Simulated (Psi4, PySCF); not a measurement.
Two rigid molecules brought together: H2O ··· C4H4O (SMILES O and c1ccoc1), singlet. Monomers: optimised at B3LYP-D3(BJ) (def2-TZVP), held rigid. Orientation: a random orientation, not optimised. Only R, the distance of the centres of mass, is varied, so the lowest point isn't the relaxed dimer.

Geometry at R = 3.79 Å (first 3 atoms: monomer A):
```
12

O     -0.0021     0.3896     0.0000
H      0.7660    -0.1907     0.0000
H     -0.7640    -0.1989     0.0000
C      3.9301     2.2420     1.0715
C      3.7542     1.0752     1.8838
C      3.4412     0.0669     1.0342
O      3.4096     0.5218    -0.2488
C      3.7099     1.8492    -0.2067
H      4.1857     3.2346     1.4007
H      3.8494     1.0038     2.9538
H      3.2223    -0.9769     1.1702
H      3.7252     2.3597    -1.1529
```

Levels: RMP2/6-31G* = restricted MP2 (frozen core)/6-31G*, spherical d, no counterpoise correction (PySCF); RHF/6-31G* = PySCF with restricted Hartree-Fock/6-31G*, spherical d, no counterpoise correction; SCS-MP2/aug-cc-pVDZ = DF-SCS-MP2/aug-cc-pVDZ, frozen core, counterpoise-corrected run with Psi4 1.11; SAPT0/jun-cc-pVDZ, frozen core (Psi4).

Interaction energies in kcal/mol:

```json
[
 {"R / Å": "3.20", "RMP2/6-31G*": "-0.14", "RHF/6-31G*": "2.23", "SCS-MP2/aug-cc-pVDZ": "1.32"},
 {"R / Å": "3.42", "RMP2/6-31G*": "-1.02", "RHF/6-31G*": "0.62", "SCS-MP2/aug-cc-pVDZ": "0.02"},
 {"R / Å": "3.60", "RMP2/6-31G*": "-1.15", "RHF/6-31G*": "0.06", "SCS-MP2/aug-cc-pVDZ": "-0.37"},
 {"R / Å": "3.79", "RMP2/6-31G*": "-1.05", "RHF/6-31G*": "-0.16", "SCS-MP2/aug-cc-pVDZ": "-0.49"},
 {"R / Å": "4.01", "RMP2/6-31G*": "-0.83", "RHF/6-31G*": "-0.22", "SCS-MP2/aug-cc-pVDZ": "-0.46"},
 {"R / Å": "4.18", "RMP2/6-31G*": "-0.65", "RHF/6-31G*": "-0.20", "SCS-MP2/aug-cc-pVDZ": "-0.39"},
 {"R / Å": "4.51", "RMP2/6-31G*": "-0.36", "RHF/6-31G*": "-0.11", "SCS-MP2/aug-cc-pVDZ": "-0.27"},
 {"R / Å": "4.80", "RMP2/6-31G*": "-0.19", "RHF/6-31G*": "-0.03", "SCS-MP2/aug-cc-pVDZ": "-0.18"},
 {"R / Å": "5.31", "RMP2/6-31G*": "-0.04", "RHF/6-31G*": "0.03", "SCS-MP2/aug-cc-pVDZ": "-0.08"},
 {"R / Å": "5.97", "RMP2/6-31G*": "0.01", "RHF/6-31G*": "0.04", "SCS-MP2/aug-cc-pVDZ": "-0.03"},
 {"R / Å": "7.02", "RMP2/6-31G*": "0.02", "RHF/6-31G*": "0.03", "SCS-MP2/aug-cc-pVDZ": "0.00"},
 {"R / Å": "8.29", "RMP2/6-31G*": "0.01", "RHF/6-31G*": "0.02", "SCS-MP2/aug-cc-pVDZ": "0.00"}
]
```

Task: What does SAPT0/jun-cc-pVDZ give at the same points?

Result: 3.20: 1.13; 3.42: -0.01; 3.60: -0.34; 3.79: -0.42; 4.01: -0.39; 4.18: -0.33; 4.51: -0.22; 4.80: -0.14; 5.31: -0.06; 5.97: -0.01; 7.02: 0.01; 8.29: 0.01 (kcal/mol).
